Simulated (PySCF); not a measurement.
Se(I)(GeH3) (GeH₃ISe), SMILES [GeH3][Se]I.

Coordinates come from a B3LYP-D3(BJ)/def2-SVP optimisation. The structure was generated by enumeration, and PubChem lists no compound with its InChIKey, so it may never have been made. The def2 effective core potentials stand for the cores of I; spin–orbit coupling is left out.

The numbers are results of TDA-LC-ωPBE/def2-SVPD in PySCF 2.14.0, not measurements.

Vertical excitations.  State labels are in the subgroup Cs.

Computed UV-visible absorptions:
```
state  symmetry  energy (eV)  λ (nm)      f                                                               main pairs
-----  --------  -----------  ------  -----  -----------------------------------------------------------------------
S1           A"         2.48     500  0.001                                                           HOMO→LUMO 97 %
S2           A'         3.50     354  0.002                                                         HOMO−1→LUMO 97 %
S3           A"         4.41     281  0.000                                                         HOMO−2→LUMO 93 %
S4           A"         5.24     237  0.005                                                         HOMO→LUMO+1 78 %
S5           A'         5.59     222  0.026                                       HOMO−3→LUMO 54 %, HOMO−4→LUMO 41 %
S6           A"         6.80     182  0.003                     HOMO→LUMO+2 59 %, HOMO→LUMO+3 19 %, HOMO→LUMO+11 9 %
S7           A'         6.85     181  0.173                                                       HOMO−1→LUMO+1 64 %
S8           A'         6.90     180  0.443                   HOMO−4→LUMO 41 %, HOMO−3→LUMO 29 %, HOMO−1→LUMO+1 10 %
S9           A"         7.33     169  0.039  HOMO→LUMO+4 26 %, HOMO→LUMO+9 22 %, HOMO→LUMO+3 13 %, HOMO−2→LUMO+1 7 %
S10          A"         7.42     167  0.058    HOMO→LUMO+3 36 %, HOMO→LUMO+8 13 %, HOMO→LUMO+4 13 %, HOMO→LUMO+9 8 %
T1           A"         1.76     705      0                                                           HOMO→LUMO 96 %
T2           A'         2.80     443      0                                                         HOMO−1→LUMO 96 %
T3           A"         3.73     332      0                                                         HOMO−2→LUMO 93 %
T4           A'         4.20     295      0                                                         HOMO−3→LUMO 80 %
```
Triplets are in the Tamm–Dancoff approximation.
